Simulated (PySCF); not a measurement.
Species: C4H3F3O.
Bonds: O1–C2, C2–C3 (double), C3–C4 (double), C4–C5, C5–F6, C5–F7, C5–F8. Hydrogens: H9 on O1; H10 on C2; H11 on C4.

A GFN2-xTB structure was refined with PBE0-D3(BJ)/def2-SVP geometry optimisation, gas phase (PySCF). Its GFN2-xTB values:

```
 coordinate  GFN2-xTB
      O1–C2   1.349 Å
      O1–H9   0.965 Å
      C2=C3   1.302 Å
     C2–H10   1.083 Å
      C3=C4   1.300 Å
      C4–C5   1.503 Å
     C4–H11   1.081 Å
      C5–F6   1.347 Å
      C5–F7   1.341 Å
   O1–C2–C3    127.6°
   C2–C3–C4    176.5°
   C3–C4–C5    121.8°
   C4–C5–F6    112.2°
   C4–C5–F7    113.1°
   F6–C5–F7    106.4°
C3–C4–C5–F6      -96°
```

How do these coordinates change at the PBE0-D3(BJ)/def2-SVP level?

```
 coordinate  PBE0-D3(BJ)/def2-SVP (Å or °)  change
     C4–H11                          1.098  +0.017
      C5–F7                          1.328  -0.013
      C2=C3                          1.314  +0.012
     C2–H10                          1.095  +0.012
      C5–F6                          1.337  -0.010
      C3=C4                          1.309  +0.009
      O1–C2                          1.346  -0.003
      C4–C5                          1.501  -0.002
      O1–H9                          0.965   0.000
   C2–C3–C4                          179.1    +2.6
   F6–C5–F7                          108.0    +1.6
   C3–C4–C5                          123.4    +1.6
   C4–C5–F6                          110.7    -1.5
   C4–C5–F7                          112.7    -0.4
   O1–C2–C3                          127.3    -0.3
C3–C4–C5–F6                           -122     -26
```

The energy falls by 1.3 kcal/mol over 11 energy and gradient evaluations, the largest force component goes from 0.0140 to 3.8e-04 Eh/bohr, and the atoms move by 0.251 Å rms after alignment. The bond that changes most is C4–H11 (outer carbon of cumulated double bonds to hydrogen on carbon), which lengthens by 0.017 Å. Bonds longer at the end by more than 0.005 Å: 4 of 10; shorter: 2. Among the dihedrals that turn most is C3–C4–C5–F6, from -96° to -122°. Rotational constants go from 4717, 1007, 989.6 to 4756, 988.2, 971.8 MHz.

The run used 127 basis functions and 83 SCF cycles in all.

Not checked by PBE0-D3(BJ)/def2-SVP frequencies. One conformer, not necessarily the lowest.
